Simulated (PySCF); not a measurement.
BH3N, SMILES B=[NH2+], charge +1. Heavy atoms are numbered as in [BH:1]=[NH2+:2]. Hydrogens are named by the atom that carries them.

Geometry optimised at PBE0-D3(BJ)/def2-TZVP. The isomer is the one that the SMILES or the coordinates give; other isomers of the formula were not compared.

Computed with B3LYP/pcSseg-2 (PySCF).

GIAO shieldings, no solvent; atoms alike by connectivity are averaged. δ = σ(ref) − σ: ¹¹B against BF3 (σ = 86.3 ppm); ¹⁵N against NH3 (σ = 260.3 ppm); ¹H against TMS (σ = 31.68 ppm), references at their B3LYP-D3(BJ)/def2-TZVP geometries, non-relativistic.

Computed chemical shifts:
| nucleus | atoms | count | δ (ppm) |
|---|---|---|---|
| ¹¹B | B1 (BH) | 1 | 45.8 |
| ¹⁵N | N2 (NH2) | 1 | 91.5 |
| ¹H | H on N2 | 2 | 6.79 |
| ¹H | H on B1 | 1 | 5.91 |
